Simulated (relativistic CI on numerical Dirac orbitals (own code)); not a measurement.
# Sc3+ in a cubic cluster: L2,3 absorption with charge transfer

Computed with a charge-transfer multiplet model of a cubic metal-ligand cluster with up to 2 ligand holes, Slater and spin-orbit integrals from Dirac-Coulomb-Breit ions, Slater integrals scaled by 0.9. The parameters are those of a tetrahedral site (10Dq negative, t2 hopping the larger). The ground state mixes d0 with configurations of k ligand holes L, whose averages lie at kΔ + k(k − 1)U_dd/2; a core hole lowers each added d electron by U_cd. 300 K, Lorentzian 0.4 eV and Gaussian 0.3 eV FWHM.

Atomic integrals in eV (Slater integrals scaled, ζ unscaled), ground: F2dd 5.299, F4dd 3.246, zeta_d 0.005; with the core hole: F2dd 5.299, F4dd 3.246, zeta_d 0.020, zeta_core 3.005, F2cd 4.627, G1cd 3.325, G3cd 1.884. Where a configuration has fewer than two d electrons, the dd integrals are those of d2.

Cluster parameters (eV): Δ = 5, U_dd = 5.4, 10Dq = -0.1, 10Dq(ligand) = 0, V(eg) = 0.85, V(t2g) = -1.44, final-state hopping factor = 0.8.

```tsv
Case	n_d	d0	d1L	d2L2	S
U_cd = 4.9 eV	0.34	0.69	0.29	0.02	0.00
U_cd = 5.5 eV	0.34	0.69	0.29	0.02	0.00
U_cd = 6.7 eV	0.34	0.69	0.29	0.02	0.00
```

Weights, n_d and S are thermal averages at 300 K. Photon energies count from the first peak over 30 % of the highest in each spectrum, which can be another peak from case to case. The parameters are a model scan and need not match a compound or its usual spin state. Peaks in eV (height, largest 100):
- U_cd = 4.9 eV: 0.0 (73), 4.4 (100)
- U_cd = 5.5 eV: 0.0 (71), 4.4 (100)
- U_cd = 6.7 eV: 0.0 (63), 2.9 (9), 4.4 (100)

A d0 ion has no d-d gap: its lowest excitations are ligand-to-metal charge transfer. With the core hole the configuration with one ligand hole lies at Δ + U_dd − U_cd = 5.5, 4.9, 3.7 eV from the one without, in the order of the table; where this is negative the screened configuration lies lower, though the effective hopping of about 3.1 eV (from the holes of the mixed ground state) mixes the two strongly wherever it is as large as the gap.
